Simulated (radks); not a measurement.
Results of a calculation; reference values are marked as such.
Task: Coherent X-ray form factor from a spherical all-electron density. Level of theory: Dirac Kohn-Sham, PBEsol, spin-unpolarised, spherical densities, finite nucleus; Fermi nuclear charge, rms radius of each element as measured or else 0.836 A^(1/3) + 0.57 fm (a radial shooting solver on a logarithmic mesh with Libxc functionals).

sin(theta)/lambda (1/angstrom),f0 (electrons)
0.05,12.811
0.1,12.286
0.15,11.538
0.2,10.700
0.25,9.878
0.3,9.138
0.4,7.947
0.5,7.026
0.6,6.220
0.8,4.749
1,3.546
1.25,2.524
1.5,1.933
2,1.411

The species is in the configuration that NIST lists as its ground one. Which atom or ion scatters so?

Result: The sulfur ion S3+, [Ne] 3s2 3p1. Extrapolating in s^2 from the first two rows gives f0(0) = 13.0, near the electron count 13; among species with that count, the fall with angle is slower the higher Z, and the table is that of Z = 16; from so few rows the species is fixed only to a neighbour or two.
